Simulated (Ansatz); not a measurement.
`B[SiH](F)OC` → `[CH2]` (triplet) + `B[SiH](O)F` at 600 K and 1 bar (formal loss of a carbene).

Computed with Ansatz on PBE0-D4/def2-TZVP structures; ΔE is electronic, products minus reactants. CBS: MP2 limit from def2 TZ/QZ plus the TZ coupled-cluster correction, frozen cores. This one scheme is used for every species. Triplets are unrestricted, without spin–orbit coupling. Each species was taken in one conformer, which may not be the lowest.

```tsv
species	CCSD(T)/CBS energy (Eh)	H − E (kJ/mol)	S (J/(mol·K))
`B[SiH](F)OC`	-530.56175	260.9	461.0
`[CH2]` (triplet)	-39.09499	66.5	220.8
`B[SiH](O)F`	-491.32150	174.0	398.1
```

H − E and S are ideal-gas, rigid-rotor, harmonic terms from PBE0-D4/def2-TZVP, for one conformer and one mirror image of each species, with the whole ground term of open shells counted as degenerate. 1 Eh = 2625.50 kJ/mol, R = 8.31446 J/(mol·K).

Problem. By hand: ΔE, ΔH, ΔS and ΔG.

Solution. ΔE = (-39.09499) + (-491.32150) − (-530.56175) = 0.14526 Eh = 381.4 kJ/mol. Δ(H − E) = 66.5 + 174.0 − 260.9 = -20.4, so ΔH = 361.0 kJ/mol. ΔS = 220.8 + 398.1 − 461.0 = 157.9 J/(mol·K). ΔG = 361.0 − 600 × (157.9)/1000 = 266.3 kJ/mol.

Problem. By hand: the equilibrium constant, and the temperature at which ΔG would vanish if ΔH and ΔS stayed fixed.

Solution. log₁₀ K = −ΔG/(RT ln 10) = -23.2. ΔG = 0 at ΔH/ΔS = 2286 K.

The number of gas molecules changes by +1, which sets the sign of ΔS. A doubt of 5 kJ/mol in ΔE shifts log₁₀ K by 0.4 here. Other conformers and mirror images would add mixing entropy, several J/(mol·K) or more a flexible species. A triplet takes part, so the spin changes. These are equilibria of isolated gas molecules and say nothing of rates. Largest T1 diagnostic: 0.012 (customary marks: 0.02 for closed shells, 0.045 for open ones).
